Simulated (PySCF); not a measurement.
Species: In(vinyl)3, C6H9In.
Bonds: In1–C2, In1–C7, In1–C12, C2–C3, C7–C8, C12–C13. Hydrogens: H4 on C2; H5, H6 on C3; H9 on C7; H10, H11 on C8; H14 on C12; H15, H16 on C13.

The calculation used PBE0-D3(BJ)/def2-SVP geometry optimisation, gas phase, def2 core potentials past Kr in PySCF.

Q: Give the optimised bond lengths and angles.

A: 
```csv
bond,length (pm)
"In1–C2, In1–C7, In1–C12",215.0
"C2–C3, C7–C8, C12–C13",134.0
"C2–H4, C7–H9, C12–H14",109.8
"C3–H5, C8–H10, C13–H15",109.7
C3–H6,109.9
C8–H11,109.9
C13–H16,109.9
```

Bonds in one row agree within 1 pm and their mean is given. A selection of angles:
```csv
angle,degrees
C2–In1–C7,122.9
C2–In1–C12,116.6
C7–In1–C12,120.5
In1–C2–C3,122.0
In1–C2–H4,120.7
C3–C2–H4,117.3
C2–C3–H5,122.3
C2–C3–H6,122.3
H5–C3–H6,115.4
In1–C7–H9,120.3
C7–C8–H11,122.4
H10–C8–H11,115.2
C12–C13–H16,122.4
H15–C13–H16,115.3
```

Dihedral angles: C7–In1–C2–C3 158° (antiperiplanar); C2–In1–C7–C8 177° (antiperiplanar); C2–In1–C12–C13 -24° (synperiplanar). The mirror-image conformer, all signs reversed, is as good.

All 3 C–C bonds measure 1.340 Å. In1 (indium bonded to 3 C) is planar (angles 122.9°, 120.5° and 116.6°, sum 360.0°, 0.00 Å off the plane of its three neighbours).

Point group: C1 (no symmetry element, even within 0.4 Å). Whether it is a minimum is left open (no frequencies). The numbers are those of one conformer (C7–In1–C2–C3 158°, C2–In1–C7–C8 177°, C2–In1–C12–C13 -24°, In1–C2–C3–H 1° and -178°, In1–C7–C8–H 0° and 180°).
